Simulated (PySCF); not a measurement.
A PySCF script (with the pyscf-properties extension) for the NMR shieldings of `[H]/N=C\[C@@H]1C[SiH2][C@H]1C`, C$_{5}$H$_{11}$NSi, on a GFN2-xTB geometry:

```python
import basis_set_exchange as bse
import numpy as np
from pyscf import gto, dft
from pyscf.prop import nmr

atoms = """
C    -0.853190    1.772093    0.186643
C    -0.630287    0.513228   -0.632993
Si   -1.737509   -1.035827   -0.382986
C     0.041138   -1.730966   -0.319371
C     0.631322   -0.304253   -0.232071
C     1.782029   -0.050027   -1.142642
N     2.876628    0.509611   -0.888194
H    -0.942881    1.534248    1.244915
H    -0.022936    2.467454    0.062254
H    -1.766584    2.273237   -0.127268
H    -0.558147    0.795637   -1.687358
H    -2.595229   -1.441262   -1.494200
H    -2.452749   -1.062046    0.892098
H     0.331530   -2.372206    0.509228
H     0.350858   -2.228453   -1.237487
H     0.913222   -0.066819    0.797985
H     1.637534   -0.370284   -2.173248
H     2.986493    0.802950    0.083517
"""
names = dict.fromkeys(["C", "Si", "N", "H"], "pcSseg-1")
basis = {el: gto.basis.parse(bse.get_basis(n, elements=[el], fmt="nwchem")) for el, n in names.items()}
mol = gto.M(atom=atoms, basis=basis, charge=0, verbose=0)
mf = dft.RKS(mol, xc="PBE0")
mf.grids.level = 2
mf.grids.alignment = dft.numint.BLKSIZE   # the property module wants whole blocks of grid points
mf.conv_tol = 1e-9
mf.kernel()

calc = nmr.RKS(mf)   # GIAO
C = mf.mo_coeff
Co = C[:, mf.mo_occ > 0]
resp = mf.gen_response(singlet=True, hermi=2)
def vind(x):   # induced exchange potential for any number of trial vectors
    d = np.einsum("pi,xij,qj->xpq", C, 2 * x.reshape(-1, C.shape[1], Co.shape[1]), Co, optimize=True)
    return np.einsum("xpq,pi,qj->xij", resp(d - d.transpose(0, 2, 1)), C, Co, optimize=True).ravel()
mo1, _ = nmr.rhf.solve_mo1(calc, with_cphf=vind)
sigma = calc.kernel(mo1)
for i, s in enumerate(sigma):   # ppm
    w = np.linalg.eigvalsh((s + s.T) / 2)
    print("%2d %-2s iso %8.1f  s11 %8.1f  s22 %8.1f  s33 %8.1f" % (i, mol.atom_pure_symbol(i), w.mean(), *w))
```

**Question.** What does it print?

**Answer.** 
```
 0 C  iso    166.6  s11    152.3  s22    161.9  s33    185.7
 1 C  iso    159.6  s11    137.0  s22    163.0  s33    178.7
 2 Si iso    381.0  s11    341.0  s22    381.9  s33    420.3
 3 C  iso    177.7  s11    161.8  s22    170.9  s33    200.3
 4 C  iso    131.7  s11    119.5  s22    129.2  s33    146.3
 5 C  iso      6.2  s11   -110.1  s22     24.9  s33    103.8
 6 N  iso    -78.5  s11   -375.2  s22    -72.7  s33    212.2
 7 H  iso     30.6  s11     26.7  s22     29.3  s33     35.7
 8 H  iso     30.4  s11     25.9  s22     28.5  s33     36.8
 9 H  iso     30.5  s11     25.9  s22     27.8  s33     37.9
10 H  iso     30.0  s11     26.8  s22     30.1  s33     33.1
11 H  iso     27.0  s11     24.1  s22     24.4  s33     32.4
12 H  iso     27.2  s11     24.8  s22     25.3  s33     31.5
13 H  iso     30.3  s11     26.1  s22     27.3  s33     37.4
14 H  iso     30.4  s11     27.3  s22     28.0  s33     35.8
15 H  iso     29.7  s11     27.6  s22     29.5  s33     32.2
16 H  iso     24.0  s11     21.2  s22     22.6  s33     28.2
17 H  iso     21.8  s11     12.6  s22     25.2  s33     27.5
```

These numbers come from an equivalent density-fitted implementation of the same equations, which agrees with the script to about 0.01 ppm for H and up to a few tenths of a ppm for heavy atoms, so last digits may differ.

**Question.** Turn these shieldings into chemical shifts. Scale: 13C (186.93 ppm), 29Si (349.16 ppm), 1H (31.72 ppm) against TMS; 15N (267.73 ppm) vs NH3 (reference shieldings calculated alike).

**Answer.** Averaging equivalent atoms: C 5: 180.7; C 4: 55.3; C 1: 27.4; C 0: 20.3; C 3: 9.3; Si 2: -31.9; N 6: 346.3; H 17: 9.95; H 16: 7.69; H 11: 4.75; H 12: 4.49; H 15: 1.98; H 10: 1.72; H 13: 1.43; H 14: 1.34; H 7/8/9: 1.21 ppm. Experimental scales use liquid or dissolved standards, which lie at an offset from isolated NH3 (liquid NH3: subtract about 20 ppm). Unscaled 15N shifts of sp2 nitrogen come out 20 to 40 ppm too high even then.

Size and cost of the density-fitted run: 181 basis functions, 110 s wall time (97 s CPU) on 1 thread of an Intel Xeon, shared host; peak memory 0.88 GiB.
